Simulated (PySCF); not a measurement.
Work out the structure from these simulated measurements.

Formula: C6H7Cl3O2.

* 13C NMR: chemical shifts (computed TMS as zero) by class: 174.0 (1 C), 85.3 (1 C), 58.4 (1 C), 54.5 (1 C), 38.4 (1 C), 18.9 (1 C) ppm [GIAO PBE0/pcSseg-1]
* 1H NMR: chemical shifts (computed TMS as zero) by class: 6.19 (1 H), 4.81 (1 H), 3.15 (1 H), 2.99 (1 H), 2.97 (1 H), 1.51 (1 H), 1.15 (1 H) ppm [GIAO PBE0/pcSseg-1]
* Rotational structure: rotational constants A, B, C: 1.556, 0.299, 0.279 GHz [GFN2-xTB]
* NMR, other nuclei: isotropic shieldings of nuclei other than C and H, by class: -98 (1 O), 103 (1 O), 662 (1 Cl), 677 (1 Cl), 823 (1 Cl) ppm [GIAO PBE0/pcSseg-1]
* Dipole: 2.74 D [PBE0/pcSseg-1]

Gas-phase values; electronic properties from PySCF, density fitting. Levels stand in brackets. One conformer (not necessarily the lowest) at the GFN2-xTB geometry, without solvent, vibrations or thermal averaging. NMR classes are plain means over equivalent atoms (diastereotopic ones count apart unless rotation or inversion swaps them), as if these changed places fast.

Question: Propose a structure and show how it fits.

Answer: Numbering: `[O:1]=[C:2]([CH2:3][CH:4]([Cl:5])[Cl:6])[O:7][C@@H:8]1[CH2:9][C@H:10]1[Cl:11]`. Its formula, C6H7Cl3O2, gives 2 degrees of unsaturation: 1 ring and 1 π bond in the structure found. 6 carbons fall into 6 classes; from least to most shielded: ester carbonyl carbon [C2] (174.0 ppm), CHCl2 carbon [C4] (85.3 ppm), ring sp3 carbon bound to oxygen [C8] (58.4 ppm), sp3 carbon next to a carbonyl [C3] (54.5 ppm), sp3 C–Cl carbon [C10] (38.4 ppm), three-membered-ring carbon [C9] (18.9 ppm). Hydrogen classes from least to most shielded: 1 H on a CHCl2 carbon, C4 (6.19 ppm), 1 H on an sp3 carbon bound to oxygen, C8 (4.81 ppm), 1 H on an sp3 C–Cl carbon, C10 (3.15 ppm), 1 H on an sp3 carbon next to a carbonyl, C3 (2.99 ppm), 1 H on an sp3 carbon next to a carbonyl, C3 (2.97 ppm), 1 H on a three-membered-ring carbon, C9 (1.51 ppm), 1 H on a three-membered-ring carbon, C9 (1.15 ppm). The other shieldings belong to: -98 ppm, ester carbonyl oxygen [O1]; 103 ppm, ester single-bonded oxygen [O7]; 662 ppm, alkyl chlorine [Cl6]; 677 ppm, alkyl chlorine [Cl5]; 823 ppm, alkyl chlorine [Cl11]. The optimised geometry has point group C1 and is an asymmetric top. Structure: `O=C(CC(Cl)Cl)O[C@@H]1C[C@H]1Cl`. The assignments are read from this structure; whether some other isomer fits the data as well wasn't checked. The mirror image fits equally. NMR values of atoms bound to several Cl lack the spin–orbit term that these neighbours bring.

The values belong to the conformer `[O:1]=[C:2]([CH2:3][CH:4]([Cl:5])[Cl:6])[O:7][C@@H:8]1[CH2:9][C@H:10]1[Cl:11]`: O1–C2–C3–C4 -66°, C2–C3–C4–Cl5 -62°, O1–C2–O7–C8 3°, C2–O7–C8–C9 -174°.
